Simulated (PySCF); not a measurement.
Species: C4H12BClO.
Structure used (GFN2-xTB), in Å, numbered top down from 1:
```xyz
19
C4H12BClO angstrom
C     -1.7658    0.8014    1.1102
O     -0.7661    0.0126    0.4971
C     -1.2767   -1.2405    0.0823
B      0.0131    0.8245   -0.7146
C      1.3707    0.0062   -1.0867
C      2.3836   -0.1264    0.0379
Cl     1.8230   -1.2371    1.3192
H     -2.5703    1.0426    0.4081
H     -1.2966    1.7240    1.4430
H     -2.1756    0.2667    1.9712
H     -1.7198   -1.7548    0.9385
H     -0.4419   -1.8261   -0.2916
H     -2.0252   -1.1217   -0.7074
H     -0.7608    0.8765   -1.6208
H      0.2544    1.8828   -0.2309
H      1.1839   -0.9848   -1.5076
H      1.8703    0.5741   -1.8766
H      2.5568    0.8322    0.5263
H      3.3331   -0.5431   -0.3051
```

Vertical excitations from PySCF (density fitting, frozen core in the response, grid level 2 and gas phase unless stated; continuum runs use non-equilibrium linear response for the excitations) on a GFN2-xTB geometry. Reference run:

```
                              settings    S1, eV (f)    S2, eV (f)    S3, eV (f)    S4, eV (f)    S5, eV (f)    S6, eV (f)  T1, eV (Tamm–Dancoff)  mean α (au)
PBE0/def2-SVPD, full TDDFT, 6 singlets  7.03 (0.002)  7.12 (0.012)  7.33 (0.006)  7.46 (0.004)  7.57 (0.002)  7.66 (0.027)                   6.55         85.0
```

Question: What do these settings give: PW91/STO-3G, full TDDFT, 25 singlets?

Answer: 
| settings | S1, eV (f) | S2, eV (f) | S3, eV (f) | S4, eV (f) | S5, eV (f) | S6, eV (f) | T1, eV (Tamm–Dancoff) | mean α (au) |
| --- | --- | --- | --- | --- | --- | --- | --- | --- |
| PW91/STO-3G, full TDDFT, 25 singlets | 8.23 (0.011) | 8.35 (0.001) | 8.49 (0.002) | 8.64 (0.004) | 8.92 (0.000) | 8.96 (0.004) | – | 34.5 |

S1 moves by +1.20 eV; functional and basis change together, so the shift can't be laid on one. States are counted by energy in each run and needn't keep their character from row to row.

Question: Which orbital pairs make up S1 in each run, and how does it sit against the orbital gap?

Answer: 
```
                              settings  S1 configurations (weight)  S1 (eV)  orbital gap (eV)  S1 − gap (eV)
PBE0/def2-SVPD, full TDDFT, 6 singlets        H→L+1 0.44, H→L 0.42     7.03              8.00          -0.97
  PW91/STO-3G, full TDDFT, 25 singlets        H→L 0.83, H→L+1 0.10     8.23              8.00          +0.23
```

One conformer stands for the species.
